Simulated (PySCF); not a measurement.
Radial density of Mo³⁺ (molybdenum, charge +3)

UHF, [Kr] 4d3, high-spin 4F determinant. All numbers are calculated (PySCF 2.14, a scalar-relativistic core potential, in aug-cc-pVDZ-PP with ECP28MDF (5s5p4d2f, 54 functions)). This is the valence pseudo-density: the core potential removes the inner electrons and smooths the orbitals near the nucleus.

```
r (bohr)  4πr²ρ (e/bohr)  4πr²(ρα − ρβ)
  0.0438       2.382e-05         0.0000
  0.0737       7.143e-05         0.0000
   0.124       0.0003690         0.0000
   0.208        0.004323         0.0010
   0.351          0.1015         0.0212
   0.590           2.425         0.3165
   0.992           10.57         1.7198
    1.67           4.871         1.7939
    2.81          0.3826         0.3097
    4.72        0.004332         0.0043
```

Energies and moments cover only the electrons outside the core potential.
